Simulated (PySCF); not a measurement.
# Distorted geometries of [AuH2]−

[AuH2]− (singlet). PySCF 2.14.0, RKS PBE0, Au def2-SVP with ECP60, H def2-SVP; non-relativistic Hamiltonian with scalar-relativistic core potentials where named; density fitting; no spin-orbit coupling. Relaxed geometry:

```xyz
3

Au    0.0000    0.0000    0.0000
H     0.0000    0.0000    1.6665
H     0.0000    0.0000   -1.6665
```

Q: Order these distorted geometries by energy above the relaxed one, lowest first.
A.
```xyz
3

Au    0.0283   -0.0290    0.0039
H     0.0120   -0.0113    1.6800
H    -0.0403    0.0403   -1.6839
```
B.
```xyz
3

Au   -0.0406    0.1487   -0.0312
H     0.0486   -0.1166    1.6416
H    -0.0080   -0.0321   -1.6104
```
C.
```xyz
3

Au   -0.0703    0.0483    0.0749
H     0.1259   -0.0300    1.5272
H    -0.0557   -0.0184   -1.6021
```

A: A (0.01 eV), B (0.15 eV), C (0.38 eV).

Q: Which forces (eV/Å) act in the one that lies 0.15 eV up?

A: 
```
Au   0.23 -0.82  1.19
H   -0.12  0.47 -0.05
H   -0.11  0.35 -1.14
```
Forces carry noise of the integration grid, about 0.01 to 0.03 eV/Å.
